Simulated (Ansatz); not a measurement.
Computed with Ansatz on PBE0-D4/def2-TZVP structures; ΔE is electronic, products minus reactants. CCSD(T)/CBS is the MP2 limit (def2-TZVPP, def2-QZVPP) plus CCSD(T) − MP2 in def2-TZVPP, frozen cores. DFT in def2-TZVPP. B3LYP here is the variant with VWN-RPA as its local correlation; programs differ in this. For Br, Se outer-core shells are correlated without core-valence functions, which leaves a few kJ/mol of doubt a bond. Scalar relativity is left out up to krypton. Each species was taken in one conformer, which may not be the lowest.

Consider the redistribution: `CB(O)Br` + `CB(N)C=[Se]` → `CB(O)C=[Se]` + `CB(N)Br`.

`CB(O)Br`:

Z-matrix (Å, degrees):
```
C
B 1 1.554
H 1 1.091 2 111.8
H 1 1.094 2 110.5 3 121.4
H 1 1.094 2 110.5 3 -121.5
O 2 1.344 1 122.1 3 -0.2
Br 2 1.955 1 119.9 3 179.8
H 6 0.962 2 113.9 1 -180.0
```

`CB(N)C=[Se]`:

Cartesian coordinates in Å:
```
C -0.620 -0.494 -1.173
B 0.152 0.081 0.063
N 1.428 0.633 -0.062
C -0.447 0.081 1.520
Se -2.005 -0.589 1.977
H -0.897 -1.538 -1.004
H -1.566 0.038 -1.316
H -0.052 -0.435 -2.105
H 1.918 0.688 -0.939
H 1.947 1.010 0.713
H 0.141 0.526 2.327
```

`CB(O)C=[Se]`:

Z-matrix (Å, degrees):
```
C
B 1 1.561
H 1 1.096 2 110.6
H 1 1.090 2 113.0 3 -122.1
H 1 1.096 2 110.3 3 116.3
O 2 1.347 1 120.9 3 123.7
C 2 1.591 1 121.1 3 -56.5
H 6 0.973 2 110.5 1 179.8
Se 7 1.757 2 122.1 1 180.0
H 7 1.090 2 120.6 1 0.0
```

`CB(N)Br`:

Z-matrix (Å, degrees):
```
C
B 1 1.561
H 1 1.094 2 110.5
H 1 1.093 2 112.9 3 -121.4
H 1 1.094 2 110.5 3 117.2
N 2 1.386 1 124.4 3 121.1
Br 2 1.953 1 119.0 3 -58.8
H 6 1.005 2 123.3 1 -180.0
H 6 1.006 2 122.1 1 0.0
```

| level | ΔE (kcal/mol) |
| --- | --- |
| PBE-D4 | -1.0 |
| r2SCAN-D4 | -0.8 |
| PBE | -1.1 |
| r2SCAN | -0.9 |
| PBE0 | -1.3 |
| B3LYP | -1.0 |
| HF/def2-TZVPP | -0.9 |
| CCSD/CBS(def2) | -1.1 |

(1) What does CCSD(T)/CBS give? (An estimate is asked.)

Largest T1 diagnostic among the species: 0.014.

Answers

(1) Computed: -1.2 kcal/mol. The listed levels differ from it by 0.2, 0.4, 0.1, 0.3, -0.1, 0.2, 0.3, 0.1 kcal/mol.
